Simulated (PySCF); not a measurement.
A structure optimised at PBE-D3(BJ)/def2-TZVPD, used in a PySCF frequency run:

```xyz
4

Si     0.0000     0.0000    -0.1493
H      1.1325     0.6538     0.6967
H     -1.1325     0.6538     0.6967
H      0.0000    -1.3076     0.6967
```
Charge -1, spin multiplicity 1.

**Question.** Write its SMILES, formula and point group.

**Answer.** [SiH3-], H3Si, C3v

**Question.** What are its rotational constants (standard atomic weights)?

**Answer.** 111.34, 111.34, 97.736 GHz
